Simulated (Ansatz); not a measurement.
Two isomers of C3H6GeO: A = `C=[C]([GeH3])C=O`, B = `CC#[C][GeH2][OH]`.

Isolated molecules relaxed with PBE0-D4/def2-TZVP in Ansatz; ΔE leaves out vibrations. CCSD(T)/CBS is the MP2 limit (def2-TZVPP, def2-QZVPP) plus CCSD(T) − MP2 in def2-TZVPP, frozen cores. DFT in def2-TZVPP. B3LYP here is the variant with VWN-RPA as its local correlation; programs differ in this. For Ge outer-core shells are correlated without core-valence functions, which leaves a few kJ/mol of doubt a bond. Scalar relativity is left out up to krypton. One conformer a species, not always the lowest.

A:

Z-matrix (Å, degrees):
```
Ge
C 1 1.954
H 1 1.533 2 110.1
H 1 1.533 2 110.1 3 -121.6
H 1 1.539 2 106.7 3 119.2
C 2 1.471 1 117.2 3 60.9
C 2 1.333 1 124.6 3 -119.1
O 6 1.205 2 123.8 1 -0.0
H 6 1.112 2 115.2 1 180.0
H 7 1.089 2 120.8 1 -180.0
H 7 1.085 2 122.7 1 0.0
```

B:

```xyz
11

C    -1.703    0.621    1.729
C    -0.763    0.129    0.744
C     0.017   -0.284   -0.082
Ge    1.255   -0.917   -1.367
O     1.938    0.464   -2.258
H    -2.109   -0.202    2.322
H    -1.218    1.322    2.413
H    -2.537    1.137    1.248
H     0.566   -1.769   -2.435
H     2.375   -1.685   -0.643
H     2.179    1.185   -1.672
```

Question: Which isomer does CCSD(T)/CBS put lower? Give the gap. (An estimate is asked.)

Answer: The calculation gave: B, by 37.4 kJ/mol.

Question: Give E(B) − E(A) in kJ/mol with PBE-D4, ωB97M-V, B3LYP, MP2/def2-TZVPP, CCSD(T)/def2-TZVPP, B3LYP-D4, PBE0-D4. (An estimate is asked.)

Answer: Computed: PBE-D4 -11.3, ωB97M-V -29.9, B3LYP -26.9, MP2/def2-TZVPP -52.6, CCSD(T)/def2-TZVPP -34.6, B3LYP-D4 -20.2, PBE0-D4 -20.0. None reverses the order clearly.

Largest T1 diagnostic: 0.014.

From PBE to PBE0 (25 % exact exchange), in def2-TZVPP and without D4, E(B) − E(A) moves by −8.0 kJ/mol. The D4 term adds +6.7 kJ/mol with B3LYP and +3.4 kJ/mol with PBE0; it sums over pairs of atoms, weighted by their polarisabilities, and B3LYP, whose exchange is more repulsive, gets the larger term.
